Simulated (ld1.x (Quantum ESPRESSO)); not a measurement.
**u(r) = r·R(r): atom against pseudo-atom (tellurium)**

Columns: radius, all-electron u(r) and pseudo u(r) of the 5s shell (level -15.36 eV) of tellurium in the configuration [Kr] 4d10 5s2 5p4; LDA (PZ), scalar-relativistic, RRKJ scheme, ld1.x (Quantum ESPRESSO) 7.5.

```json
{"r (bohr)": "0.082", "all-electron": "-0.1787", "pseudo": "0.0176"}
{"r (bohr)": "0.165", "all-electron": "0.1183", "pseudo": "0.0359"}
{"r (bohr)": "0.248", "all-electron": "0.2644", "pseudo": "0.0551"}
{"r (bohr)": "0.330", "all-electron": "0.1133", "pseudo": "0.0756"}
{"r (bohr)": "0.413", "all-electron": "-0.1308", "pseudo": "0.0982"}
{"r (bohr)": "0.495", "all-electron": "-0.3173", "pseudo": "0.1231"}
{"r (bohr)": "0.578", "all-electron": "-0.4003", "pseudo": "0.1516"}
{"r (bohr)": "0.660", "all-electron": "-0.3837", "pseudo": "0.1836"}
{"r (bohr)": "0.742", "all-electron": "-0.2955", "pseudo": "0.2202"}
{"r (bohr)": "0.825", "all-electron": "-0.1629", "pseudo": "0.2627"}
{"r (bohr)": "0.908", "all-electron": "-0.0111", "pseudo": "0.3113"}
{"r (bohr)": "0.990", "all-electron": "0.1403", "pseudo": "0.3655"}
{"r (bohr)": "1.072", "all-electron": "0.2824", "pseudo": "0.4255"}
{"r (bohr)": "1.155", "all-electron": "0.4102", "pseudo": "0.4906"}
{"r (bohr)": "1.238", "all-electron": "0.5191", "pseudo": "0.5577"}
{"r (bohr)": "1.320", "all-electron": "0.6071", "pseudo": "0.6222"}
{"r (bohr)": "1.402", "all-electron": "0.6765", "pseudo": "0.6807"}
{"r (bohr)": "1.485", "all-electron": "0.7290", "pseudo": "0.7296"}
{"r (bohr)": "1.568", "all-electron": "0.7657", "pseudo": "0.7657"}
{"r (bohr)": "1.650", "all-electron": "0.7882", "pseudo": "0.7882"}
{"r (bohr)": "1.733", "all-electron": "0.7993", "pseudo": "0.7993"}
{"r (bohr)": "1.815", "all-electron": "0.8004", "pseudo": "0.8004"}
{"r (bohr)": "1.898", "all-electron": "0.7934", "pseudo": "0.7934"}
{"r (bohr)": "1.980", "all-electron": "0.7799", "pseudo": "0.7799"}
{"r (bohr)": "2.062", "all-electron": "0.7612", "pseudo": "0.7612"}
{"r (bohr)": "2.145", "all-electron": "0.7382", "pseudo": "0.7382"}
```

(1) How many radial nodes do the two functions have?

(2) At about which radius was the pseudo-wave matched?

(3) Where does each function peak?

(4) Is the pseudo-wave norm-conserving?

Answers

(1) The all-electron 5s function has n − l − 1 = 4 (the table is too coarse to show those close to the nucleus); the pseudo-wave has 0, since the states of the same l below it are removed with the core.

(2) 1.65 bohr, where the columns begin to agree (steps of 0.08 bohr).

(3) Outermost all-electron maximum near 1.81 bohr, pseudo maximum near 1.81 bohr (to the table’s step).

(4) Yes: the RRKJ scheme keeps the norm inside the radius equal to the all-electron one, which fixes the energy derivative of the logarithmic derivative at the level.
